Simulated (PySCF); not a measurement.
Peak assignment

Bonds (- single, = double, # triple, : aromatic): C1-N2, N2-C3, C3=C4, C4-N5, N5-C6, N5-P7, P7=N8, P7-P9, P7-N2. C1 carries H10, H11, H12; C3 carries H13; C4 carries H14; C6 carries H15, H16, H17; N8 carries H18; P9 carries H19, H20.

A single conformation, non-relativistic, rapidly exchanging positions averaged, no solvent. PBE0-D3(BJ)/def2-SVP geometry; GIAO PBE/pcSseg-1 shieldings; PySCF.

References, each an isolated molecule treated in the same way: $^{13}$C and $^{1}$H against TMS.

Task: Assign these signals to the numbered atoms. $^{13}$C{$^{1}$H} NMR (computed): δ 115.3 (CH), 30.4 (CH3).

Result: 
115.3 → C3/C4, alkene carbon bearing nitrogen: as expected for a trigonal carbon in a double bond
30.4 → C1/C6, methyl carbon bonded to N: the inductive effect lowers its shielding

Task: Assign these signals to the numbered atoms. $^{1}$H NMR (400 MHz, computed): δ 5.58 (m, 2H), 2.82 (m, 2H), 2.78 (m, 6H), 0.84 (br s, 1H).

Result: 
| δ (ppm) | atoms | environment | reason |
| --- | --- | --- | --- |
| 5.58 | H13/H14 | hydrogen on an alkene carbon bearing nitrogen | a vinylic proton, deshielded by the sp2 carbon and the C=C anisotropy |
| 2.82 | H19/H20 | hydrogen on a phosphorus bonded to P | – |
| 2.78 | H10/H11/H12/H15/H16/H17 | hydrogen on a methyl carbon bonded to N | its carbon carries N, an electronegative neighbour |
| 0.84 | H18 | hydrogen on a nitrogen bonded to P | exchangeable; this is the value without hydrogen bonding to other molecules |

H19/H20 and H10/H11/H12/H15/H16/H17 lie closer than the usual error of such a calculation, so a measured spectrum could show them in the other order.

Exchangeable OH/NH protons stand at their gas-phase positions; hydrogen bonding in a real sample shifts them, mostly to higher δ. Splittings by $^{31}$P in the carbon and heteronuclear signals aren't shown, as no couplings were computed. Shifts are as computed. Against solution values, carbons near 30 ppm lie about +2 ppm off and those near 130 ppm about +2 ppm. Of 1313 compounds with measured shifts, 239 miss one by over three times the rms of a fit or turn the order of signals round; such compounds aren't used in these exercises. Multiplicities follow the n + 1 count of equivalent neighbours, as no J values were calculated; m marks all less simple cases, F and P coupling included.
